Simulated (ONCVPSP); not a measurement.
## Pseudopotential generation for copper (Cu): ONCV, PBE, scalar-relativistic.

```
Element                 : copper (Cu)
Generator               : ONCVPSP 4.0.1
Type                    : optimised norm-conserving Vanderbilt (ONCV)
Functional              : PBE
Relativity              : scalar-relativistic
Frozen core             : [Ne]
Valence charge          : 19
Reference configuration : 3s2 3p6 3d10 4s0.5 4p0.5
Partial waves           : 3s+4s: rc 1.46 bohr, ncon 5, nbas 9, qcut 10.4 1/bohr, 2 projectors; 3p+4p: rc 1.52 bohr, ncon 4, nbas 9, qcut 10.9 1/bohr, 2 projectors; 3d: rc 1.58 bohr, ncon 3, nbas 8, qcut 15.1 1/bohr, 2 projectors, debl 2.6 Ha
Local potential         : polynomial inside 1.20 bohr (lpopt 5, dvloc0 -1 Ha)
Core correction         : Teter function, fcfact 2.5, rcfact 1.5
```

* Cutoffs needed: 75 Ha and 84 Ha (the cutoffs (Ha) at which the residual kinetic energy of the hardest occupied pseudo-wave falls to 1 and 0.1 mHa per electron)
* Ghost test: no bound ghost flagged; GHOST(+) flags only above 600 eV
* Configuration tests: 3 of 4 tests not solved or not reliable
* rms error of d²Exc/dni dnj: 2.45 mHa without and 1.38 mHa with the model core
